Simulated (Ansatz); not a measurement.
Species: bromo(trifluoro)silane, sum formula SiBrF3, charge 0, multiplicity 1. 
Geometry from a B3LYP-D3(BJ)/def2-TZVP (Ansatz, an electronic-structure program) optimisation:
```xyz
5

Si    -0.8040     0.0066    -0.0465
F     -1.3319     1.4683    -0.2906
F     -1.4396    -0.5327     1.2877
F     -1.2970    -0.9021    -1.2322
Br     1.3678    -0.0113     0.0790
```
Charge 0, spin multiplicity 1.

Property: vertical ionisation energy (to the doublet state of charge +1; each state is the SCF solution reached for its spin; the molecule has degenerate orbitals, so one determinant may break the symmetry), in eV. Cores are frozen in the correlated levels unless marked. Open shells are spin-unrestricted. No spin-orbit coupling. Frozen are the shells of the preceding noble gas and the d and f shells that filled before the atom's block. No relativistic terms. Basis-set limits of correlation are two-point, X^-3; Hartree-Fock from the larger set. [CCSD(T)-MP2]/basis is that difference in the basis named.

```json
[
 {"level": "wB97M-V/def2-TZVPD", "program": "Ansatz", "vertical ionisation energy (eV)": "12.21"},
 {"level": "B2PLYP/def2-TZVPD", "program": "Ansatz", "vertical ionisation energy (eV)": "12.21"},
 {"level": "SCS-MP2/def2-SVPD", "program": "Ansatz", "vertical ionisation energy (eV)": "12.14"},
 {"level": "SCS-MP2/def2-TZVPPD", "program": "Ansatz", "vertical ionisation energy (eV)": "12.18"},
 {"level": "CCSD/def2-TZVPPD", "program": "Ansatz", "vertical ionisation energy (eV)": "12.16"},
 {"level": "RI-MP2/CBS(def2-TZVPPD,def2-QZVPPD)+[CCSD(T)-MP2]/def2-TZVPPD", "program": "Ansatz", "vertical ionisation energy (eV)": "[?]"}
]
```

What belongs in the gaps?


- RI-MP2/CBS(def2-TZVPPD,def2-QZVPPD)+[CCSD(T)-MP2]/def2-TZVPPD, vertical ionisation energy (eV): 12.37
